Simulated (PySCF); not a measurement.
CH4CdS2, SMILES C[S][Cd][SH].

Geometry optimised at PBE-D3(BJ)/def2-SVP. The structure was generated by enumeration; whether it is a known compound was not checked. The def2 effective core potentials stand for the cores of Cd; spin–orbit coupling is left out. Other conformers were not sampled.

All values below come from B3LYP/def2-TZVP in PySCF.

Isolated molecule, no solvent.

| Item | Value |
|---|---|
| total energy | -1004.85204 hartree |
| highest occupied level | -6.53 eV |
| lowest empty level | -1.67 eV |
| orbital gap | 4.86 eV |
| dipole moment | 0.337 e·Å |
| quadrupole, principal values (traceless, Buckingham form, about the centre of nuclear charge) | -12.62, 5.00, 7.62 D·Å |
| mean static polarisability | 87.5 bohr³ (12.97 Å³) |
| polarisability, principal values | 60.5, 68.0, 134.0 bohr³ |
